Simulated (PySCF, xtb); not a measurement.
C3H3BF2, SMILES C#CB(F)CF.

xtb 6.7.1 with GFN2-xTB at its own geometry gives an orbital gap of 3.95 eV and a dipole moment of 0.85 D.

Coordinates come from a B3LYP-D3(BJ)/def2-SVP optimisation. The structure was generated by enumeration, and PubChem lists no compound with its InChIKey, so it may never have been made. The values are those of a single conformer.

Task: What does PBE/def2-TZVP (PySCF) give? (Estimate from the structure and the level; the computed values follow.)

Result: gap 4.50 eV (levels -7.26 and -2.76 eV), dipole 0.51 D.
